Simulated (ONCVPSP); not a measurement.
Plane-wave convergence, ONCV potential for O

ONCVPSP 4.0.1 input, shortened (lines: element, Z, core and valence counts, functional; n l f; lmax; l rc ep ncon nbas qcut; lloc lpopt rc5 dvloc0; l nproj debl; icmod fcfact rcfact), PBEsol, scalar-relativistic:

```
  O 8.00    1    2  -116133      upf
    1    0    2.00
    2    0    2.00
    2    1    3.50
    2
    0    0.65    0.00    3    8    8.70
    1    1.90    0.00    5    9    8.80
    2    2.10    0.23    4    8    4.40
    4    5    0.45    3.00
    0    1    1.00
    1    2    1.00
    2    1    2.70
    1    0.25    0.00
```

Question: For each optimised wave give the share of its norm inside rc, the residual kinetic energy above qcut (Ha) and the cutoffs (Ha) for errors of 10, 1, 0.1 and 0.01 mHa per electron.

Answer:

```tsv
wave	norm inside rc	residual KE	10 mHa	1 mHa	0.1 mHa	0.01 mHa
2s	0.153	1.8e-03	28.0	41.6	152.4	400.4
2p	0.874	7.9e-08	19.3	24.9	29.2	32.9
p projector 2	0.162	3.8e-07	18.5	24.9	29.9	33.9
d projector 1	0.074	3.9e-05	2.1	5.3	8.4	20.3
```

The occupied waves need 42 Ha and 152 Ha for 1 and 0.1 mHa. Note: no bound ghost flagged; GHOST(+) flagged for d at 17.8 eV.
